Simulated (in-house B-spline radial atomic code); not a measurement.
## RPA and G0W0 on PBE: Sb V (Sb4+)

Configuration [Kr] 4d10 5s1, highest spin, mean-field start PBE. Computed with an all-electron radial atomic-structure program (B-spline basis): all electrons, non-relativistic, point nucleus, each spin shell either full or empty, empty states to l = 9 with an (l + 1/2)⁻⁴ tail; G0W0 by contour deformation at full frequency.

Without relativity these are model numbers: it shifts the levels of so heavy an element strongly and can reorder them.

Command:
```bash
python run_gw.py task.json out
```
Settings (radii: box in bohr, nucleus in fm):
```
Z                        51
electrons                47
configuration            [Kr] 4d10 5s1
hamiltonian              nr
method                   pbe,pbe
lmax                     9
spin_polarised           True
box_radius               11.96
intervals                52
ion_configuration        [Kr] 4d10
```

Cost of the run: 7.8 s on 1 thread of Arm Neoverse N1, on a shared host.

Energies (hartree):

| term | value |
| --- | --- |
| mean-field total | -6312.04869 |
| Hartree-Fock functional on these orbitals | -6310.19624 |
| direct second order | -4.1676 |
| second-order exchange | 1.1508 |
| SOSEX correction | 1.0715 |

(1) What is the RPA correlation energy, and what remains with SOSEX?

Quasi-particle levels (eV):

```csv
level,occupied,mean field,Σx - vxc,Σc,QP weight,G0W0
5s up,yes,-48.54,-3.24,?,?,?
4d down,yes,-76.92,-10.68,0.79,0.932,-86.81
4d up,yes,-77.22,-10.66,0.79,0.926,-87.09
5s down,no,-47.28,7.71,-2.95,0.939,-42.51
```

G0W0 = mean field + (Σx - vxc) + Σc, with Σc (partial-wave tail included) taken at the quasi-particle energy. Only the outer levels were computed. Levels of low weight are left out.

(2) Where does G0W0 put 5s up?

(3) What does it cost to remove one electron (to [Kr] 4d10) by differences of total energies, each species on its own start (correlation terms add to the Hartree-Fock functional)?

Results:

(1) RPA gives -3.6716 hartree (-2.13 eV per electron); RPA + SOSEX gives -2.6002, and the second-order doubles -3.0168 hartree (no singles). SOSEX takes back 29 % of the RPA value.

(2) At -53.87 eV, with Σc = -2.08 eV and a quasi-particle weight of 0.963. The tabulated removal energy is 55 ± 0.1 eV (NIST, semi-empirical); the calculation leaves out relativity, Breit and QED terms, and what these don't explain is the method's own error.

(3) PBE 53.73 eV, Hartree-Fock functional 51.53 eV, + RPA 53.68 eV, + RPA + SOSEX 52.92 eV, + second order 53.92 eV. Tabulated: 55 ± 0.1 eV (NIST, semi-empirical); the calculation leaves out relativity, Breit and QED terms, and what these don't explain is the method's own error.
